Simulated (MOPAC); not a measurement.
Input for MOPAC: PM7 on CH4Cd (SMILES [CH3][CdH]), a point of a bond scan (R = 2.271 Å).

```
PM7 1SCF PRECISE CHARGE=0 THREADS=1
CH4Cd

Cd    -0.28068773 1    -0.15103297 1    -0.04141861 1
H     -2.26418594 1    -1.21831733 1    -0.33410594 1
C      1.58135131 1     0.85089642 1     0.23334606 1
H      2.03123692 1     0.55928180 1     1.18282066 1
H      1.43288682 1     1.93112443 1     0.23532541 1
H      2.27072534 1     0.59541191 1    -0.57190501 1
```

It printed:

```
*******************************************************************************
 **                                                                           **
 **                              MOPAC v23.2.5                                **
 **                                                                           **
 *******************************************************************************
 ** MOPAC's Digital Object Identifier: https://doi.org/10.5281/zenodo.6511958 **
 **                                                                           **
 ** Please cite the open-source release paper for use of this MOPAC version:  **
 ** J. E. Moussa and J. J. P. Stewart (2026)                                  **
 ** MOPAC: An open-source semiempirical molecular orbital program             **
 ** J. Open Source Softw., 11(119), 8025, https://doi.org/10.21105/joss.08025 **
 *******************************************************************************

                              PM7 CALCULATION RESULTS

 *******************************************************************************
 *  PM7        - The PM7 Hamiltonian to be used
 *
 *
 *
 *                 CHARGE ON SYSTEM = 0
 *
 *
 *
 *  PRECISE    - TIGHTER CRITERIA TO BE USED
 *  1SCF       - DO 1 SCF AND THEN STOP
 *  THREADS=1  - MULTI-THREADING NOT USED
 *  T=         - A TIME OF 172800.0 SECONDS REQUESTED
 *  DUMP=N     - RESTART FILE WRITTEN EVERY 7200.0 SECONDS REQUESTED
 *******************************************************************************
PM7 1SCF PRECISE CHARGE=0 THREADS=1
 CH4Cd

   ATOM   CHEMICAL          X               Y               Z
  NUMBER   SYMBOL      (ANGSTROMS)     (ANGSTROMS)     (ANGSTROMS)

     1      Cd         -0.28068773  *  -0.15103297  *  -0.04141861  *
     2       H         -2.26418594  *  -1.21831733  *  -0.33410594  *
     3       C          1.58135131  *   0.85089642  *   0.23334606  *
     4       H          2.03123692  *   0.55928180  *   1.18282066  *
     5       H          1.43288682  *   1.93112443  *   0.23532541  *
     6       H          2.27072534  *   0.59541191  *  -0.57190501  *



          CARTESIAN COORDINATES

    NO.       ATOM           X           Y           Z

     1        Cd         -0.2807     -0.1510     -0.0414
     2         H         -2.2642     -1.2183     -0.3341
     3         C          1.5814      0.8509      0.2333
     4         H          2.0312      0.5593      1.1828
     5         H          1.4329      1.9311      0.2353
     6         H          2.2707      0.5954     -0.5719

 General Reference for PM7:
 "Optimization of Parameters for Semiempirical Methods VI: More Modifications to the
 NDDO Approximations and Re-optimization of Parameters", J. J. P. Stewart, J. Mol. Mod., 1:32, 19 (2013)
 https://link.springer.com/article/10.1007/s00894-012-1667-x

           Empirical Formula: C H4 Cd  =     6 atoms



      MOLECULAR POINT GROUP   :   C3v


      RHF CALCULATION, NO. OF DOUBLY OCCUPIED LEVELS = 5


 -------------------------------------------------------------------------------
 PM7 1SCF PRECISE CHARGE=0 THREADS=1
 CH4Cd



     1SCF WAS SPECIFIED, SO BFGS WAS NOT USED
     SCF FIELD WAS ACHIEVED


                              PM7 CALCULATION
                                                       MOPAC v23.2.5 Linux




          FINAL HEAT OF FORMATION =         71.72505 KCAL/MOL =     300.09760 KJ/MOL


          COSMO AREA              =         86.98 SQUARE ANGSTROMS
          COSMO VOLUME            =         63.61 CUBIC ANGSTROMS

          IONIZATION POTENTIAL    =          9.152460 EV
          HOMO LUMO ENERGIES (EV) =         -9.152  0.379
          NO. OF FILLED LEVELS    =          5
          MOLECULAR WEIGHT        =        128.4526         POINT GROUP:  C3v

          MOLECULAR DIMENSIONS (Angstroms)

            Atom       Atom       Distance
            H     4    H     2     4.88995
            H     5    H     6     1.77136
            H     5    H     4     1.50012


          SCF CALCULATIONS        =          1





   ATOM   CHEMICAL          X               Y               Z
  NUMBER   SYMBOL      (ANGSTROMS)     (ANGSTROMS)     (ANGSTROMS)

     1      Cd         -0.28068773  *  -0.15103297  *  -0.04141861  *
     2       H         -2.26418594  *  -1.21831733  *  -0.33410594  *
     3       C          1.58135131  *   0.85089642  *   0.23334606  *
     4       H          2.03123692  *   0.55928180  *   1.18282066  *
     5       H          1.43288682  *   1.93112443  *   0.23532541  *
     6       H          2.27072534  *   0.59541191  *  -0.57190501  *

                             CARTESIAN COORDINATES

   1   Cd       -0.280687730    -0.151032970    -0.041418610
   2    H       -2.264185940    -1.218317330    -0.334105940
   3    C        1.581351310     0.850896420     0.233346060
   4    H        2.031236920     0.559281800     1.182820660
   5    H        1.432886820     1.931124430     0.235325410
   6    H        2.270725340     0.595411910    -0.571905010


           Empirical Formula: C H4 Cd  =     6 atoms



      MOLECULAR POINT GROUP   :   C3v


                  EIGENVALUES
 -24.11041 -13.55960 -13.55960 -11.49173  -9.15246   0.37938   4.89355   4.89355
   6.17951   6.17952   7.34342   8.00064


              NET ATOMIC CHARGES AND DIPOLE CONTRIBUTIONS

  ATOM NO.   TYPE          CHARGE      No. of ELECS.   s-Pop       p-Pop
    1         Cd           0.190172        1.8098     1.12785     0.68198
    2          H          -0.047406        1.0474     1.04741
    3          C          -0.630647        4.6306     1.04257     3.58808
    4          H           0.162627        0.8374     0.83737
    5          H           0.162627        0.8374     0.83737
    6          H           0.162627        0.8374     0.83737
 DIPOLE           X         Y         Z       TOTAL
 POINT-CHG.    -0.051    -0.028    -0.008     0.059
 HYBRID         0.359     0.193     0.053     0.411
 SUM            0.308     0.166     0.045     0.352


          ATOMIC ORBITAL ELECTRON POPULATIONS

     Atom    s        px        py        pz
    1 Cd   1.12785   0.47678   0.16193   0.04327
    2  H   1.04741
    3  C   1.04257   1.23438   1.18597   1.16773
    4  H   0.83737
    5  H   0.83737
    6  H   0.83737

 **********************
 *                    *
 * JOB ENDED NORMALLY *
 *                    *
 **********************




 == MOPAC DONE ==
```

The run finished.

Cost: very roughly 0.020 core-seconds.
